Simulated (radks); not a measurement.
Q: The mean radii <r> (bohr) of the occupied orbitals of an atom or ion are listed with their occupations. Calculated with a radial shooting solver on a logarithmic mesh with Libxc functionals: scalar-relativistic Kohn-Sham, PBEsol, spin-polarised, spherical densities, finite nucleus; Fermi nuclear charge, rms radius of each element as measured or else 0.836 A^(1/3) + 0.57 fm.

| orbital | occ. | <r> |
|---|---|---|
| 1s down | 1 | 0.02151 |
| 1s up | 1 | 0.02151 |
| 2s up | 1 | 0.09153 |
| 2s down | 1 | 0.09153 |
| 2p up | 3 | 0.08090 |
| 2p down | 3 | 0.08090 |
| 3s up | 1 | 0.2395 |
| 3s down | 1 | 0.2394 |
| 3p up | 3 | 0.2382 |
| 3p down | 3 | 0.2381 |
| 3d up | 5 | 0.2167 |
| 3d down | 5 | 0.2165 |
| 4s up | 1 | 0.5417 |
| 4s down | 1 | 0.5417 |
| 4p up | 3 | 0.5739 |
| 4p down | 3 | 0.5740 |
| 4d up | 5 | 0.6240 |
| 4d down | 5 | 0.6247 |
| 5s up | 1 | 1.319 |
| 5s down | 1 | 1.335 |
| 5p up | 3 | 1.549 |
| 5p down | 3 | 1.575 |
| 4f up | 7 | 0.8768 |
| 4f down | 2 | 0.9270 |

Name the element and its charge.

A: Z = 65, terbium, charge +2: Tb2+ in [Xe] 4f9 6s(up 0, down 0). The 1s radius gives Z: for a bare nucleus <r> = (2 gamma + 1)/(2Z) with gamma = sqrt(1 - (Z/c)^2), 0.02124 bohr for Z = 65, and screening makes it slightly larger (0.02151 here). The occupations add up to 63, and the charge is Z minus that.
